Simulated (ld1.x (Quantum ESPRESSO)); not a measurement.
Before and after: TM semilocal potential for zirconium (Zr)

Zr, norm-conserving Troullier–Martins (semilocal form), made with ld1.x (Quantum ESPRESSO) 7.5 (PBE, scalar-relativistic). Core [Kr], reference 4d2 5s2 5p0. Waves: 5s (bound): rc 3.45 bohr; 5p (bound, empty): rc 3.45 bohr; 4d (bound): rc 2.20 bohr. Local part: the d channel. Core correction: a·sin(br)/r model core inside 1.40 bohr.

Change: wave 5s (bound): rc 3.45 bohr becomes 5s (bound): rc 5.12 bohr.

Cutoffs: the cutoffs (Ry, on a coarse ladder) from which the occupation-weighted sum of valence levels, in a spherical-Bessel basis at the reference potential, stays within 10 and 1 mRy of its value at 400 Ry; they do not see the model core or the augmentation charge, which bear on the density cutoff. Errors are all-electron minus pseudo energies relative to the spin-unpolarised reference configuration.

Q: How do hardness, ghosts and transferability respond?

A: The potential gets neither clearly harder nor softer (30 Ry and 35 Ry → 30 Ry and 35 Ry); of the 7 tests that both files solve, the error grows in 4 and shrinks in 3 by more than 15 % and 0.3 meV (median size 42.4 → 20.4 meV); neither file shows a bound ghost. A semilocal file is local in each channel, so a ghost entry of none says nothing of the separable form that plane-wave codes build from it.

| quantity | base | changed |
| --- | --- | --- |
| cutoff, loose | 30 Ry | 30 Ry |
| cutoff, tight | 35 Ry | 35 Ry |
| bound ghosts | none | none |
| error for 4d2 5s1 5p0, meV [ΔE 7.14 eV] | -6.0 | -14 |
| error for 4d2 5s0 5p0, meV [ΔE 20.08 eV] | -42 | -247 |
| error for 4d1 5s0 5p0, meV [ΔE 42.70 eV] | -252 | -932 |
| error for 4d1 5s2 5p1, meV [ΔE 3.00 eV] | -133 | -19 |
| error for 4d2 5s1 5p1, meV [ΔE 3.04 eV] | -3.8 | -29 |
| error for 4d3 5s1 5p0, meV [ΔE 1.19 eV] | -65 | +20 |
| error for 4d2 5s1.5 5p0, meV [ΔE 2.88 eV] | -1.4 | -0.7 |
